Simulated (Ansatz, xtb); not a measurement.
System: C₅H₃O₂, charge 0, multiplicity 2. It need not be the lowest isomer of its formula. 
Structure (B3LYP-D3(BJ)/def2-TZVP (Ansatz, an electronic-structure program) minimum search):
SMILES: O=Cc1cc[c]o1
```xyz
10

C     -1.9738     0.2270     0.2616
C     -1.6109    -1.0853     0.2872
O     -0.3254    -1.2972     0.1205
C      0.2487    -0.0316    -0.0328
C     -0.7404     0.9101     0.0503
C      1.6807     0.0231    -0.2353
O      2.2930     1.0585    -0.3806
H     -2.9591     0.6405     0.3748
H     -0.5884     1.9735    -0.0325
H      2.1817    -0.9634    -0.2479
```
Charge 0, spin multiplicity 2.

Harmonic wavenumbers from GFN2-xTB (xtb, at its own minimum), cm⁻¹: 153, 181, 238, 483, 484, 598, 721, 807, 824, 833, 913, 948, 1020, 1099, 1170, 1226, 1296, 1360, 1395, 1524, 1721, 2803, 3176, 3210.

Give the harmonic wavenumbers at B3LYP-D3(BJ)/def2-TZVP (Ansatz, finite differences of forces, unscaled).

163, 206, 250, 492, 536, 627, 754, 795, 875, 896, 931, 1014, 1023, 1123, 1164, 1254, 1356, 1407, 1427, 1598, 1752, 2927, 3257, 3285 cm⁻¹. Zero-point energy 41.6 kcal/mol.

From these and the geometry, give the ideal-gas thermochemistry at 298.15 K and 1 atm (rigid rotor, harmonic oscillator).

Point group Cs, rotational symmetry number 1. Rotational constants 8.402, 2.115, 1.69 GHz. S(trans) 39.57, S(rot) 26.77, S(vib) 9.24, S(elec, spin only) 1.38, S 77.0 cal/(mol K). H(298) - H(0) 4.08 kcal/mol; G - E(el) 22.8 kcal/mol.
